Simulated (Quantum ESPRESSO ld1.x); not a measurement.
Q: The mean radii <r> (bohr) of the occupied orbitals of an atom or ion are listed with their occupations. Calculated with ld1.x of Quantum ESPRESSO 7.5: non-relativistic Kohn-Sham, LDA (Slater exchange, Perdew-Zunger correlation), spin-polarised, spherical densities, point nucleus.

| orbital | occ. | <r> |
|---|---|---|
| 1s up | 1 | 0.07754 |
| 1s down | 1 | 0.07754 |
| 2s up | 1 | 0.3677 |
| 2s down | 1 | 0.3676 |
| 2p up | 3 | 0.3288 |
| 2p down | 3 | 0.3288 |
| 3s up | 1 | 1.129 |
| 3s down | 1 | 1.132 |
| 3p up | 3 | 1.204 |
| 3p down | 2 | 1.210 |

Name the element and its charge. Open shells, if any, are filled with parallel spins first.

A: Z = 20, calcium, charge +3: Ca3+ in [Ne] 3s2 3p5. The 1s radius gives Z: for a bare nucleus <r> = 1.5/Z, 0.075 bohr for Z = 20, and screening makes it slightly larger (0.07754 here). The occupations add up to 17, and the charge is Z minus that.
